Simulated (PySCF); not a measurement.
C₄H₉O₂PSi: full NMR table

- Formula: C4H9O2PSi
- SMILES: C[C@@H]([SiH2]P)C(=O)C=O
- InChI: InChI=1S/C4H9O2PSi/c1-3(8-7)4(6)2-5/h2-3H,7-8H2,1H3/t3-/m1/s1
- Point group of the computed structure: C1
- Carbon signals: 4
- Proton signals: 6

Numbering as in the mapped SMILES `[CH3:1][C@@H:2]([SiH2:3][PH2:4])[C:5](=[O:6])[CH:7]=[O:8]`. Each H is labelled by its parent atom. Ha(Si3) is pro-R; Hb(Si3) is pro-S.

Computational details: shieldings: GIAO PBE0/pcSseg-1, coordinates at the GFN2-xTB level, in PySCF 2.14.0 with density-fitted response routines (in vacuum, one conformer, one averaged value for each set of equivalent atoms, non-relativistic).

Chemical shifts δ = σref − σ; 1H (σ = 31.72 ppm), 13C (σ = 186.93 ppm), 29Si (σ = 349.16 ppm) vs TMS; H3PO4 for 31P (σ = 318.38 ppm); 17O (σ = 336.08 ppm) against H2O, all at this level.

| carbon | δC, type | δH (multiplicity) | HMBC from (2–3 bonds) | span of the C tensor (ppm) |
| --- | --- | --- | --- | --- |
| C1 | 11.7, CH3 | 1.55 (d) | Ha(Si3), Hb(Si3), H(C2) | 21 |
| C2 | 39.4, CH | 2.83 (m) | H(C7), Ha(Si3), Hb(Si3), H(C1), H(P4) | 52 |
| C5 | 207.7, C | – | H(C7), Ha(Si3), Hb(Si3), H(C2), H(C1) | 217 |
| C7 | 200.0, CH | 9.39 (s) | H(C2) | 186 |

Other nuclei:
```json
{"atoms": "Ha(Si3)", "nucleus": "1H", "environment": "hydrogen on a silicon bonded to C, P", "δ (ppm)": "4.92", "σ (ppm)": "26.80"}
{"atoms": "Hb(Si3)", "nucleus": "1H", "environment": "hydrogen on a silicon bonded to C, P", "δ (ppm)": "3.99", "σ (ppm)": "27.73"}
{"atoms": "H(P4)", "nucleus": "1H", "environment": "hydrogen on a phosphorus bonded to Si", "δ (ppm)": "1.24", "σ (ppm)": "30.47"}
{"atoms": "P4", "nucleus": "31P", "environment": "phosphorus bonded to Si, 2 H", "δ (ppm)": "-307.9", "σ (ppm)": "626.3"}
{"atoms": "Si3", "nucleus": "29Si", "environment": "silicon bonded to C, P, 2 H", "δ (ppm)": "-20.4", "σ (ppm)": "369.6"}
{"atoms": "O8", "nucleus": "17O", "environment": "aldehyde oxygen", "δ (ppm)": "705.8", "σ (ppm)": "-369.7"}
{"atoms": "O6", "nucleus": "17O", "environment": "ketone oxygen", "δ (ppm)": "645.5", "σ (ppm)": "-309.4"}
```

δC 207.7: ketone carbonyl carbon; the double bond to the heteroatom, with no lone-pair donor beside it, deshields it most. δC 200.0: aldehyde carbonyl carbon; low-lying n→π* states of the double bond to the heteroatom give a large paramagnetic term (-262 ppm). δC 39.4: sp3 CH bonded to Si, α to a carbonyl; the adjacent C=O deshields it moderately. δC 11.7: methyl carbon; saturated and bonded to C and H only. δH 9.39: hydrogen on an aldehyde carbonyl carbon; the C=O anisotropy and electron withdrawal place aldehyde protons far downfield.

Splittings by 31P in the carbon and heteronuclear signals aren't shown, as no couplings were computed. Shifts are as computed. Against solution values, carbons near 30 ppm lie about +3 ppm off and those near 130 ppm about +5 ppm. Of 1309 compounds with measured shifts, 239 miss one by over three times the rms of a fit or turn the order of signals round; such compounds aren't used in these exercises. Unscaled 17O shifts of doubly bonded oxygen tend to come out too high, by tens of ppm or more. Experimental scales use liquid or dissolved standards, which lie at an offset from isolated H2O (liquid H2O: subtract about 36 ppm) and H3PO4. No couplings were computed; multiplicities are counted from neighbouring protons, with m where these are inequivalent, close in shift, in a saturated or five-membered ring or joined by F or P, and br s for small geminal =CH2 splittings.
